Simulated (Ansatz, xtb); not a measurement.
Relative energy of two structures of CH2F2GeSi

We compare a, a singlet given by its coordinates, with b, a singlet given by its coordinates. Both are isolated molecules in the gas phase, relaxed with B3LYP-D3(BJ)/def2-SVP.

a (Å):

```xyz
7

C     1.5889   -1.5180    1.5925
F    -0.9242   -0.9326    0.2588
F    -0.4337   -3.2562    1.3336
Ge    2.3141   -3.1710    1.4172
Si   -0.2171   -1.6307    1.5410
H     2.1377   -0.5770    1.7171
H    -1.0161   -1.2156    2.7141
```

Close contacts (Å): C1–Ge4 1.81, C1–Si5 1.81, F2–Si5 1.62, F3–Si5 1.65, Ge4–Si5 2.97, C1–H6 1.10, Si5–H7 1.48.

b (Å):

```xyz
7

C     0.8995   -1.9153    2.3116
F     0.5335   -0.1537    0.0063
F    -1.5414   -1.5831    0.6967
Ge    1.6382   -3.3560    0.9054
Si    0.0812   -1.5356    0.7315
H     1.6286   -1.3135    2.8718
H     0.2715   -2.4995    3.0111
```

Close contacts (Å): C1–Ge4 2.14, C1–Si5 1.82, F2–Si5 1.62, F3–Si5 1.62, Ge4–Si5 2.40, C1–H6 1.10, C1–H7 1.11.

Quicker runs give these differences E(b) − E(a): GFN2-xTB +14.4 kcal/mol; HF/STO-3G +1.7 kcal/mol (at GFN2-xTB geometries); r2SCAN-D4/def2-SVP +17.6 kcal/mol (at GFN2-xTB geometries).

Q: Estimate E(b) − E(a) at the level CCSD(T)/def2-SVP + ΔMP2/def2-TZVPP.

A: Calculated at CCSD(T)/def2-SVP + ΔMP2/def2-TZVPP: E(b) − E(a) = +16.7 kcal/mol, so structure a lies lower.

The same difference at several levels:

```csv
level,geometry,E(b) − E(a) (kcal/mol),departure from the last row (kcal/mol),"job, with rough time for the two"
GFN2-xTB,GFN2-xTB,+14.4,−2.4,"optimisation, 1.5 s"
HF/STO-3G,GFN2-xTB,+1.7,−15.1,"single point, 3.4 s"
r2SCAN-D4/def2-SVP,GFN2-xTB,+17.6,+0.9,"single point, 13 s"
B3LYP-D3(BJ)/def2-SVP,B3LYP-D3(BJ)/def2-SVP,+16.6,−0.2,"optimisation, 4.2 min"
HF/def2-SVP,B3LYP-D3(BJ)/def2-SVP,+21.1,+4.4,part of the CCSD(T) run
MP2/def2-SVP,B3LYP-D3(BJ)/def2-SVP,+21.7,+5.0,part of the CCSD(T) run
CCSD(T)/def2-SVP,B3LYP-D3(BJ)/def2-SVP,+20.4,+3.6,single point
CCSD(T)/def2-SVP + ΔMP2/def2-TZVPP,B3LYP-D3(BJ)/def2-SVP,+16.7,,"single point, 1.9 min"
```

None of the levels shown reverses the order. The largest departure from CCSD(T)/def2-SVP + ΔMP2/def2-TZVPP is that of HF/STO-3G, 15.1 kcal/mol. The last row adds to CCSD(T) the change of the MP2 difference between the two basis sets, here −3.6 kcal/mol, a large step that makes the value less sure.

With harmonic frequencies from B3LYP-D3(BJ)/def2-SVP (ideal gas, rigid rotor, one conformer each, 298.15 K, 1 atm): the zero-point term adds +0.5 kcal/mol; ΔH is +17.5 and ΔG +17.2 kcal/mol.

The correlated steps freeze 17 core orbitals; the filled d shell of Ge is correlated, in a basis made for valence electrons. Codes used: Ansatz 0.2.0, xtb 6.7.1; the last row on 2 threads of AMD EPYC (Zen 3) on a shared host.
